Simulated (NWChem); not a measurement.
The numbers come from NWChem runs, not from measurements. System: Cl3In, charge 0, spin multiplicity 1, at a geometry optimised with PBE0/def2-SVP with def2 effective core potentials on In. The structure started from a generated list of species. Level: MP2/def2-TZVP with def2 effective core potentials on In, 19 core orbitals frozen.

Output (cleaned and shortened):

```
             Northwest Computational Chemistry Package (NWChem) 7.3.0
             --------------------------------------------------------

                                NWChem Input Module
                                -------------------

 Scaling coordinates for geometry "geometry" by  1.889725989
 (inverse scale =  0.529177249)

 Turning off AUTOSYM since
 SYMMETRY directive was detected!

                             Geometry "geometry" -> ""
                             -------------------------

 Output coordinates in angstroms (scale by  1.889725989 to convert to a.u.)

  No.       Tag          Charge          X              Y              Z
 ---- ---------------- ---------- -------------- -------------- --------------
    1 In                  49.0000     0.00000000     0.00000000    -0.00000100
    2 Cl                  17.0000     0.00000000     0.00000000     2.32089900
    3 Cl                  17.0000    -2.00996200     0.00000000    -1.16044800
    4 Cl                  17.0000     2.00996200     0.00000000    -1.16044800

 Effective nuclear repulsion energy (a.u.)     683.9155394392

            Nuclear Dipole moment (a.u.)
            ----------------------------
        X                 Y               Z
 ---------------- ---------------- ----------------
     0.0000000000     0.0000000000     0.0000037795

      Symmetry information
      --------------------

 Group name             C2v
 Group number             16
 Group order               4
 No. of unique centers     3

      Symmetry unique atoms

     1    2    3


 Summary of "ao basis" -> "" (spherical)
 ------------------------------------------------------------------------------
       Tag                 Description            Shells   Functions and Types
 ---------------- ------------------------------  ------  ---------------------
 *                         def2-tzvp                  on all atoms

 Summary of "ao basis" -> "ao basis" (spherical)
 ------------------------------------------------------------------------------
       Tag                 Description            Shells   Functions and Types
 ---------------- ------------------------------  ------  ---------------------
 In                        def2-tzvp                16       50   6s5p3d2f
 Cl                        def2-tzvp                13       37   5s5p2d1f

                                 NWChem SCF Module
                                 -----------------
[...]
    1 In  21    19.73   0.38 -0.80  1.52  0.88  0.62  0.08 -0.41  6.39  0.52  0.20  0.04  8.98  1.06  0.18  0.08  0.00
    2 Cl  17    17.42   2.01  0.45  1.52  1.08  0.90  4.18  1.69  1.06  2.88  1.63  0.00  0.02  0.00
    3 Cl  17    17.42   2.01  0.45  1.52  1.08  0.90  4.18  1.69  1.06  2.88  1.63  0.00  0.02  0.00
    4 Cl  17    17.42   2.01  0.45  1.52  1.08  0.90  4.18  1.69  1.06  2.88  1.63  0.00  0.02  0.00

       Multipole analysis of the density wrt the origin
       ------------------------------------------------

     L   x y z        total         open         nuclear
     -   - - -        -----         ----         -------
     0   0 0 0     -0.000000      0.000000     72.000000

     1   1 0 0      0.000000      0.000000      0.000000
     1   0 1 0      0.000000      0.000000      0.000000
     1   0 0 1     -0.000003      0.000000      0.000057

     2   2 0 0    -51.159150      0.000000    490.514988
     2   1 1 0     -0.000000      0.000000      0.000000
     2   1 0 1     -0.000000      0.000000      0.000000
     2   0 2 0    -42.366861      0.000000      0.000000
     2   0 1 1     -0.000000      0.000000      0.000000
     2   0 0 2    -51.159115      0.000000    490.512366

                   NWChem MP2 Semi-direct Energy/Gradient Module
                   ---------------------------------------------

  Basis functions       =    161
  Molecular orbitals    =    161
  Frozen core           =     19
  Frozen virtuals       =      0
  Active alpha occupied =     17
  Active beta occupied  =     17
  Active alpha virtual  =    125
  Active beta virtual   =    125
  Use MO symmetry       = T
  Use skeleton AO sym   = T

  AO/Fock/Back tols     =   1.0D-09  1.0D-09  1.0D-09

 GA uses MA = F    GA memory limited = T

 Available:
  local mem=  1.26D+08
 global mem=  1.44D+08
 local disk=  0.00D+00
  mp2_memr nvloc                   125
  nvloc new                   125
   1 passes of  17:        5242880                     159086                  83796546.
   1 passes of  17: M    126136405           G      144127358           F     120893525.

 Semi-direct pass number   1 of   1  for RHF alpha+beta  at        9.0s
  vrange nnbf                 11592
  mp2_eaftype                   319  avail_ma_in_mb                  1099
 EAF : mp2_eaftype filesize         319   41898273.
  mp2_eaf for mointskh                    319
Node 0 wrote    197.1 Mb in      0.4 s     Agg I/O rate:   523.1 Mb/s
 Done moints_semi at       29.1s
  mp2_eaftype                   319  avail_ma_in_mb                   780
 EAF : mp2_eaftype filesize         319   41898273.
  mp2_eaf for kh                   319
 Done maket at       30.2s
 Done multipass loop at       30.2s

          -------------------------------------------
          SCF energy               -1567.919156134981
          Correlation energy          -0.817608298169
          Singlet pairs               -0.462244167671
          Triplet pairs               -0.355364130498
          Total MP2 energy         -1568.736764433150
          -------------------------------------------

          ---------------------------------------------------
                    Spin Component Scaled (SCS) MP2
          Same spin pairs                     -0.236909420332
          Same spin scaling factor             0.333333333333
          Opposite spin pairs                 -0.580698877837
          Opposite spin scaling fact.          1.200000000000
          SCS-MP2 correlation energy          -0.775808460182
          Total SCS-MP2 energy             -1568.694964595163
          ---------------------------------------------------

 -----------------------
 Performance information
 -----------------------

 Timer overhead =  1.36D-07 seconds/call

               Nr. of calls         CPU time (s)                 Wall time (s)                GFlops
             ---------------    -------------------     ------------------------------   -------------------
Name         Min   Avg   Max    Min     Avg     Max     Min     Avg     Max   Mx/calls   Min     Max     Sum
mp2: moin     1     1     1    20.     20.     20.      20.     20.     20.     20.      0.0     0.0     0.0
mp2: make     1     1     1    1.2     1.2     1.2      1.2     1.2     1.2     1.2      0.0     0.0     0.0
mp2: tota     1     1     1    21.     21.     21.      21.     21.     21.     21.      0.0     0.0     0.0

 The average no. of pstat calls per process was 3.00D+00
 with a timing overhead of 4.07D-07s

 Task  times  cpu:       30.2s     wall:       30.2s

 Total times  cpu:       30.3s     wall:       30.3s
```

Task: Write an NWChem input that would produce this output.

Result: One answer among several that fit: 
```
start mol
memory heap 200 mb stack 900 mb global 1100 mb
geometry units angstroms nocenter noautoz
  In     0.000000     0.000000    -0.000001
  Cl     0.000000     0.000000     2.320899
  Cl    -2.009962     0.000000    -1.160448
  Cl     2.009962     0.000000    -1.160448
  symmetry group C2v
end
basis spherical
  * library def2-tzvp
end
ecp
  In library def2-ecp
end
scf
  rhf
  nopen 0
  maxiter 100
  thresh 1e-7
  semidirect memsize 60000000 filesize 0
end
mp2
  freeze core 19
end
task mp2 energy
```
